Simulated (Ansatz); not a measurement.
`N=C[SiH2]O` and `BB[SiH](O)C=N` differ in one atom or group.

Ansatz, PBE0-D4/def2-TZVP geometries, multiplicity 1. Each molecule was computed in one conformer, which needn't be the lowest.

| property | `N=C[SiH2]O` |
| --- | --- |
| HOMO energy (B3LYP/def2-TZVPP) / eV | -7.61 |
| LUMO energy (B3LYP/def2-TZVPP) / eV | -1.39 |
| HOMO energy (PBE/def2-TZVPP) / eV | -6.38 |
| HOMO–LUMO gap (ωB97M-V/def2-TZVPP) / eV | 11.26 |
| HOMO–LUMO gap (B3LYP/def2-TZVPP) / eV | 6.22 |
| LUMO energy (PBE0/def2-TZVPP) / eV | -1.15 |

Question: What does the change do to each property? (Estimate.)

Answer: The calculation gave: 
| property | `BB[SiH](O)C=N` | shift |
| --- | --- | --- |
| HOMO energy (B3LYP/def2-TZVPP) / eV | -7.33 | 0.28 |
| LUMO energy (B3LYP/def2-TZVPP) / eV | -2.42 | -1.03 |
| HOMO energy (PBE/def2-TZVPP) / eV | -6.25 | 0.13 |
| HOMO–LUMO gap (ωB97M-V/def2-TZVPP) / eV | 9.42 | -1.84 |
| HOMO–LUMO gap (B3LYP/def2-TZVPP) / eV | 4.92 | -1.30 |
| LUMO energy (PBE0/def2-TZVPP) / eV | -2.24 | -1.09 |

With PBE0 the HOMO rises by 0.30 eV and the LUMO falls by 1.09 eV, so the gap narrows by about 1.39 eV. PBE moves the HOMO by 0.13 eV and ωB97M-V by 0.45 eV.

B3LYP here is the variant with VWN-RPA as its local correlation; programs differ in this.
